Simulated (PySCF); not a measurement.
# Polarisability and C₆ of P+ (phosphorus, charge +1)

[Ne] 3s2 3p2, high-spin 3P determinant. Computed with PySCF 2.14 in aug-cc-pCVTZ-DK with one added diffuse shell each of s, p, d, f type (9s8p6d4f, 91 functions), with the spin-free X2C one-electron Hamiltonian (Gaussian nucleus). Coupled (time-dependent) response in atomic units; α is the mean over directions.

| method | mean α (bohr³) | α xx, yy, zz | C₆ (like pair) | S(−4) |
| --- | --- | --- | --- | --- |
| UHF | 14.45 | 14.02, 14.67, 14.67 | 75.06 | 69.67 |
| PBE | 14.41 | 13.75, 14.74, 14.74 | 74.37 | 68.52 |
| PBE0 | 14.28 | 13.73, 14.56, 14.56 | 73.63 | 66.66 |
| LC-wPBE | 14.12 | 13.66, 14.35, 14.35 | 72.36 | 65.16 |
| TPSS | 14.32 | 13.77, 14.60, 14.60 | 74.52 | 66.66 |

S(−4) is the Cauchy moment in α(ω) = α(0) + S(−4) ω² + …

α(iu) at UHF:

```
u (hartree)  α(iu) (bohr³)
          0          14.45
     0.0500          14.28
      0.100          13.80
      0.200          12.18
      0.300          10.25
      0.500          6.873
      0.750          4.251
       1.00          2.812
       1.50          1.476
       2.00         0.9178
       3.00         0.4740
       5.00         0.2158
```

A single London oscillator, α(iu) = α/(1 + u²/ω²), gives C₆ = (3/4) ω α². Matching the computed C₆ needs ω = 4 × 75.06 / (3 × 14.45²) = 0.479 hartree.

For an ion, C₆ is the dispersion term alone; charge-induced terms of lower order in 1/R come first.

The components differ because the open shell of this determinant is not spherical; for a pure term their mean is the scalar polarisability.
